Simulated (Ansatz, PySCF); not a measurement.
FeO (SMILES [O]=[Fe]), quintet, geometry from GFN2-xTB (such geometries of metal compounds can be far from the true shape). Base run: B3LYP/def2-SVP (PySCF).

PySCF was given this input:
```python
from pyscf import gto, scf, dft

mol = gto.M(
    atom='''
Fe   -0.000000   -0.000000   -0.376712
O     0.000000    0.000000    1.224313
''',
    basis='def2-svp',
    charge=0,
    spin=4,
    verbose=4,
)

mf = dft.UKS(mol)
mf.xc = 'b3lyp'
mf.kernel()
```

The same geometry, method and basis name were run in Ansatz (a quantum-chemistry and plane-wave program) and PySCF, at each program's defaults and at the settings that a row names. The base is PySCF at its defaults. Differences at the defaults can come from grids, fitting, cores and function types together.

```csv
code and settings,ΔE vs base (mEh),basis functions,E (Eh),SCF cycles,dipole (D)
"PySCF, defaults (exact integrals, its default grid, spherical functions)",0.000,45,-1338.66550,33,4.68
"Ansatz, defaults (factorised integrals, its default grid, spherical functions)",-0.033,45,-1338.66553,-,-
"PySCF, density fitting with def2-universal-jkfit",0.000,45,-1338.66550,33,4.68
"PySCF, fine grid",-0.034,45,-1338.66553,34,4.68
"Ansatz, high accuracy",-0.035,45,-1338.66553,-,-
```

Open shells are given as the SCF converged; they aren't shown to be the lowest states, and a large step between rows can be another state.
